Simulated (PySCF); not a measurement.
A geometry optimisation on `NC(=S)[C@@H](C(=C)C)C#C`.

Computed with PBE0-D3(BJ)/def2-SVP geometry optimisation, gas phase (PySCF 2.14.0). Start geometry: GFN2-xTB. A driver script takes a list of jobs; this job's settings line and coordinates (Å) are shown.

Input:
```
{"job": {"xc": "PBE0", "basis": "def2-SVP", "d3": "d3bj", "grid": 1, "kind": "geom"}, "charge": 0, "multiplicity": 1}
C      1.041864     2.685368    -0.356469
C      0.637816     1.573524    -0.542257
C      0.185587     0.212033    -0.748364
C     -0.988945    -0.154856     0.151505
C     -1.125957     0.359085     1.362761
C     -1.917845    -1.165865    -0.434197
C      1.285096    -0.790689    -0.454484
N      2.131290    -0.471715     0.530990
S      1.382010    -2.218471    -1.249110
H      1.368247     3.672509    -0.216092
H     -0.117715     0.088838    -1.792887
H     -0.441480     1.090029     1.759470
H     -1.948340     0.080524     1.998878
H     -2.646598    -1.497667     0.299660
H     -1.353354    -2.027513    -0.790814
H     -2.447100    -0.740814    -1.287403
H      2.860665    -1.118774     0.780732
H      2.086002     0.430770     0.976423
```

**Question.** What does the run print?

**Answer.** 
```
step   0  E = -724.14062822  max force = 0.019736
step   1  E = -724.14371099  max force = 0.003555
step   2  E = -724.14370378  max force = 0.003080
step   3  E = -724.14379471  max force = 0.000755
step   4  E = -724.14380100  max force = 0.000686
step   5  E = -724.14380824  max force = 0.000409
optimisation converged
```

Energies in Eh; «max force» is the largest Cartesian gradient component in Eh/bohr.

**Question.** Give the first gradient maximum in eV/Å.

**Answer.** With 1 Eh/bohr = 51.422 eV/Å, 1.015 eV/Å.

**Question.** How much energy does the optimisation release, in kcal/mol?

**Answer.** E(step 0) − E(last step) = 0.003180 Eh, which is 2.0 kcal/mol.

Main results: final energy -724.14381 Eh after 5 steps; dipole 3.60 D.

**Question.** Give the final coordinates.

**Answer.** 0.086 Å rms from the input after alignment:
```
atom  x, y, z in Å
C1     1.4159    2.7008   -0.4834
C2     1.0213    1.5711   -0.6746
C3     0.5837    0.1959   -0.8905
C4    -0.6042   -0.2047   -0.0064
C5    -0.7779    0.3331    1.2038
C6    -1.5157   -1.2333   -0.5940
C7     1.7214   -0.8160   -0.6782
N8     2.6385   -0.4445    0.2167
S9     1.7555   -2.2626   -1.4701
H10    1.7478    3.7119   -0.3353
H11    0.2828    0.0855   -1.9440
H12   -0.1084    1.1041    1.5932
H13   -1.6142    0.0246    1.8360
H14   -2.2737   -1.5579    0.1316
H15   -0.9404   -2.1076   -0.9373
H16   -2.0320   -0.8244   -1.4793
H17    3.3970   -1.0804    0.4270
H18    2.6202    0.4829    0.6269
```

The run took about 2.6 min of CPU time (one thread, shared machine).
Labels such as C1 count atoms from 1, the log's own numbers from 0.
